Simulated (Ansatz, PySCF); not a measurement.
Reaction (SMILES): CCC(C)CC + 5 [H][H] (H2) → 6 C (CH4)
Structures are relaxed separately at B3LYP-D3(BJ)/def2-TZVP in Ansatz (a quantum-chemistry and plane-wave program), one conformer each, not searched for the lowest.

Property: energy of full hydrogenation (enthalpy at 298 K, with B3LYP-D3(BJ) rigid-rotor harmonic-oscillator terms from PySCF), in kJ/mol. Cores are frozen in the correlated levels unless marked. Spin-orbit coupling is left out. Non-relativistic. CBS(X,Y): correlation extrapolated as X^-3; Hartree-Fock from the larger set. The bracket is a focal-point correction in the basis named.

```json
[
 {"level": "CAM-B3LYP-D3(BJ)/def2-TZVPD", "program": "Ansatz + dftd3", "energy of full hydrogenation (kJ/mol)": "-300.0"},
 {"level": "MP2/aug-cc-pVDZ", "program": "Ansatz", "energy of full hydrogenation (kJ/mol)": "-250.4"}
]
```

Estimate the value at RI-MP2/CBS(aug-cc-pVTZ,aug-cc-pVQZ)+[CCSD(T)-MP2]/aug-cc-pVTZ as computed with Ansatz.

-275.1 kJ/mol, so MP2/aug-cc-pVDZ differs from it by 24.7 kJ/mol.
